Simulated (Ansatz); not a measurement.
Species: C$_{3}$H$_{6}$NSSi (charge +1, singlet). It need not be the lowest isomer of its formula. 
Coordinates optimised at B3LYP-D3(BJ)/def2-TZVP (Ansatz, a quantum-chemistry and plane-wave program):
SMILES: [SiH3]c1[nH+]ccs1
```xyz
12

Si     2.2564     0.2720     0.0357
C      0.3448     0.1518     0.0070
N     -0.4776     1.2045     0.0075
C     -1.8251     0.9334    -0.0155
C     -2.0602    -0.3986    -0.0347
S     -0.5785    -1.2679    -0.0232
H      2.7325    -0.3712    -1.1985
H      2.4971     1.7262     0.0670
H      2.6985    -0.4191     1.2565
H     -0.1227     2.1540     0.0241
H     -2.5417     1.7390    -0.0164
H     -3.0129    -0.9014    -0.0545
```
Charge +1, spin multiplicity 1.

Parts of the frozen-core correlation energy in cc-pV(T+d)Z (Ansatz, hartree). Frozen orbitals: 14; correlated occupied orbitals by spin: 16 and 16; virtual: 252 and 252. Spin-orbit coupling is left out. Non-relativistic.

```csv
term,value
reference (HF),-857.87081
MP2 opposite-spin,-0.72986
MP2 same-spin,-0.23306
CCSD correlation,-1.00159
(T),-0.05263
T1 diagnostic,0.015
largest doubles amplitude,0.055
```
